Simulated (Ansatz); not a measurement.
Cs₄⁻, relaxed as a doublet with UKS r2SCAN/def2-TZVPD in Ansatz, starting from the GFN1-xTB geometry. Force threshold 0.02 eV/Å.

In the def2 sets Cs takes a core potential; there is no spin–orbit coupling. The charge -1 doublet is spin-contaminated (final ⟨S²⟩ up to 1.35, 0.75 for a pure state). The relaxation made no stability test and no search for a lower SCF solution. The structure comes from a short search, and lower isomers may exist.

Start:

```xyz
4

Cs    2.7385   -2.0624    0.8485
Cs   -2.7511    4.2834    0.8999
Cs   -0.0797    1.1281   -0.6309
Cs    0.0923   -3.3491   -1.1174
```

**Question.** Estimate the energy that the relaxation releases and the steps that it takes.

**Answer.** 0.91 eV, in 11 steps; 81 s on 4 threads of Arm Neoverse V1 on a shared host. The force fell under the threshold at step 7, but the optimiser went on and released 0.014 eV more. No frequencies were taken in this run, so the end may be a saddle point.

**Question.** Does the start keep its bonding and symmetry?

**Answer.** By distances, no bond broke or formed. The bond that changes most is Cs1–Cs4, from 3.54 to 5.51 Å (atoms count from 1). Point group Cs at the start, Cs at the end, both within 0.05 Å.

**Question.** Predict the relaxed structure.

**Answer.** 
Cartesian coordinates in Å:
```
Cs 3.8407 -2.1732 1.2155
Cs -3.2104 5.3267 0.8353
Cs -0.3475 1.0246 -0.2028
Cs -0.2828 -4.1781 -1.8479
```
Bond lengths (bridged metal pairs left out): 4 × Cs–Cs 5.27 to 5.51 Å.
